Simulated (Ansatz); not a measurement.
Start from `[SiH3]CI` and change one atom or group to get `[SiH3][CH2][InH2]`.

Ansatz, PBE0-D4/def2-TZVP geometries, multiplicity 1. 

Elements past krypton have def2 core potentials.  Spin–orbit coupling is left out; it splits and shifts lone-pair levels of the heavy atoms by tenths of an eV.

| property | `[SiH3]CI` |
| --- | --- |
| HOMO–LUMO gap (B3LYP/def2-TZVPP) / eV | 5.71 |
| size of the dipole moment (ωB97M-V/def2-TZVPP) / D | 1.36 |
| HOMO–LUMO gap (PBE/def2-TZVPP) / eV | 4.15 |
| HOMO energy (PBE0/def2-TZVPP) / eV | -7.30 |
| zero-point energy (PBE0-D4/def2-TZVP) / kJ/mol | 136.5 |
| LUMO energy (B3LYP/def2-TZVPP) / eV | -1.35 |

Task: Give the same properties after the change, and the shifts. (Best estimate.)

Result: Computed: 
| property | `[SiH3][CH2][InH2]` | shift |
| --- | --- | --- |
| HOMO–LUMO gap (B3LYP/def2-TZVPP) / eV | 5.36 | -0.35 |
| size of the dipole moment (ωB97M-V/def2-TZVPP) / D | 1.05 | -0.31 |
| HOMO–LUMO gap (PBE/def2-TZVPP) / eV | 4.00 | -0.15 |
| HOMO energy (PBE0/def2-TZVPP) / eV | -7.59 | -0.29 |
| zero-point energy (PBE0-D4/def2-TZVP) / kJ/mol | 163.9 | 27.4 |
| LUMO energy (B3LYP/def2-TZVPP) / eV | -2.02 | -0.67 |

With PBE0 the HOMO falls by 0.29 eV and the LUMO falls by 0.62 eV, so the gap narrows by about 0.33 eV. PBE moves the HOMO by -0.31 eV and ωB97M-V by -0.27 eV. The zero-point energy changes by 27.4 kJ/mol with +6 modes. Dipoles are sizes alone; their direction can turn.

B3LYP here is the variant with VWN-RPA as its local correlation; programs differ in this.
